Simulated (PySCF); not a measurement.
Cl$_{4}$Fe (SMILES [Cl][Fe-]([Cl])([Cl])[Cl]), charge -1, sextet, geometry from GFN2-xTB (such geometries of metal compounds can be far from the true shape) (in this run its highest filled SCF level lies above zero, so its values depend strongly on the basis, on diffuse functions most of all); BLYP/STO-3G run with PySCF.

Here is a job for PySCF.
```python
from pyscf import gto, scf, dft

mol = gto.M(
    atom='''
Fe   -0.00000000   -0.00000000   -0.00000000
Cl    1.71855113   -0.56358205   -1.20848796
Cl    0.65566275    0.46239914    2.02182572
Cl   -0.95592471    1.74942799   -0.87016982
Cl   -1.41828916   -1.64824508    0.05683206
''',
    basis='sto-3g',
    charge=-1,
    spin=5,
    verbose=3,
)

mf = dft.UKS(mol)
mf.xc = 'blyp'
mf.kernel()
mf.analyze()
```

What the program printed (banner, timings and long lists left out):

```
converged SCF energy = -3070.88041466859  <S^2> = 8.7526076  2S+1 = 6.0008692
**** MO energy ****
                             alpha | beta                alpha | beta
MO #1   energy= -252.376127158463  | -252.37575453887   occ= 1 | 1
MO #2   energy= -99.4095908640911  | -99.409341604334   occ= 1 | 1
MO #3   energy= -99.4095683282294  | -99.4093190702345  occ= 1 | 1
MO #4   energy= -99.4095668984794  | -99.4093176472409  occ= 1 | 1
MO #5   energy= -99.4095657464997  | -99.4093164992576  occ= 1 | 1
MO #6   energy= -29.1203008628559  | -29.079669821555   occ= 1 | 1
MO #7   energy= -25.671280896433   | -25.6386374133007  occ= 1 | 1
MO #8   energy= -25.6712807587824  | -25.6386372886321  occ= 1 | 1
MO #9   energy= -25.6712805500379  | -25.638637095211   occ= 1 | 1
MO #10  energy= -8.71622835067314  | -8.7159379452459   occ= 1 | 1
MO #11  energy= -8.71501939541923  | -8.7147303113084   occ= 1 | 1
MO #12  energy= -8.71501816481976  | -8.71472908675477  occ= 1 | 1
MO #13  energy= -8.71501714694446  | -8.71472807603908  occ= 1 | 1
MO #14  energy= -6.56881312190718  | -6.56870282110653  occ= 1 | 1
MO #15  energy= -6.56813662296062  | -6.56802440922773  occ= 1 | 1
MO #16  energy= -6.56813236039849  | -6.56802016640719  occ= 1 | 1
MO #17  energy= -6.56812964956769  | -6.56801743854318  occ= 1 | 1
MO #18  energy= -6.55921479772069  | -6.55871814995476  occ= 1 | 1
MO #19  energy= -6.55921285251777  | -6.55871619889779  occ= 1 | 1
MO #20  energy= -6.55920771744499  | -6.55871107474483  occ= 1 | 1
MO #21  energy= -6.558808343783    | -6.55831080585463  occ= 1 | 1
MO #22  energy= -6.55880137715222  | -6.55830384842257  occ= 1 | 1
MO #23  energy= -6.55880037921928  | -6.55830284597979  occ= 1 | 1
MO #24  energy= -6.55862498446075  | -6.55812757575114  occ= 1 | 1
MO #25  energy= -6.55862164233635  | -6.5581242393892   occ= 1 | 1
MO #26  energy= -3.3393467660429   | -3.12723708501615  occ= 1 | 1
MO #27  energy= -2.17703461795192  | -1.96547872439627  occ= 1 | 1
MO #28  energy= -2.17703368106518  | -1.96547772256745  occ= 1 | 1
MO #29  energy= -2.17703322604078  | -1.96547732632304  occ= 1 | 1
MO #30  energy= -0.487739619978775 | -0.485076141807194 occ= 1 | 1
MO #31  energy= -0.469788178918305 | -0.46611652876639  occ= 1 | 1
MO #32  energy= -0.469787294118902 | -0.466115522105547 occ= 1 | 1
MO #33  energy= -0.469786943125476 | -0.466115237669553 occ= 1 | 1
MO #34  energy= -0.129969202958591 | -0.125113166944978 occ= 1 | 1
MO #35  energy= -0.0975888156136314 | -0.0827366920117659 occ= 1 | 1
MO #36  energy= -0.0975880351909958 | -0.082735517728708 occ= 1 | 1
MO #37  energy= -0.097587631513912 | -0.0827352984218164 occ= 1 | 1
MO #38  energy= -0.0641695132197814 | -0.0369713045017895 occ= 1 | 1
MO #39  energy= -0.0641691152198959 | -0.0369706294364163 occ= 1 | 1
MO #40  energy= -0.0641687338665455 | -0.0369701757421704 occ= 1 | 1
MO #41  energy= -0.052749444830967 | -0.0262433988452076 occ= 1 | 1
MO #42  energy= -0.0527492802162948 | -0.0262431318172675 occ= 1 | 1
MO #43  energy= -0.00938900164131468 | -0.0068338799710834 occ= 1 | 1
MO #44  energy= -0.00938864194027599 | -0.00683336915926115 occ= 1 | 1
MO #45  energy= -0.00938840871177477 | -0.00683317755820501 occ= 1 | 1
MO #46  energy= 0.020204353247851  | 0.199490692245941  occ= 1 | 0
MO #47  energy= 0.0202045399467258 | 0.199491236647015  occ= 1 | 0
MO #48  energy= 0.0453607795652908 | 0.199491569142815  occ= 1 | 0
MO #49  energy= 0.0453611222950524 | 0.2081075237415    occ= 1 | 0
MO #50  energy= 0.0453611668562789 | 0.208108561471595  occ= 1 | 0
MO #51  energy= 0.295772129735924  | 0.306652185409721  occ= 0 | 0
MO #52  energy= 0.376928536154518  | 0.402335710007948  occ= 0 | 0
MO #53  energy= 0.376930242862598  | 0.402338596894286  occ= 0 | 0
MO #54  energy= 0.376931125923149  | 0.402340053321311  occ= 0 | 0

To work with the spin densities directly, `use mulliken_meta_spin()` only printing them here.

 ** Mulliken spin pop alpha/beta on meta-lowdin orthogonal AOs **
 ** Mulliken Spin Density (per atom)  **
spin density of  0 Fe =      4.74817
spin density of  1 Cl =      0.06296
spin density of  2 Cl =      0.06296
spin density of  3 Cl =      0.06296
spin density of  4 Cl =      0.06296
 ** Mulliken pop alpha/beta on meta-lowdin orthogonal AOs **
 ** Mulliken atomic charges   ( Nelec_alpha | Nelec_beta ) **
charge of  0Fe =      1.43052  (    14.65883      9.91066 )
charge of  1Cl =     -0.60763  (     8.83529      8.77234 )
charge of  2Cl =     -0.60763  (     8.83529      8.77234 )
charge of  3Cl =     -0.60763  (     8.83529      8.77233 )
charge of  4Cl =     -0.60763  (     8.83529      8.77234 )

WARN: System has nonzero charge -1; the dipole moment is origin-dependent.
Location of origin: [0. 0. 0.]

Dipole moment(X, Y, Z, Debye): -0.00001,  0.00004,  0.00000
```
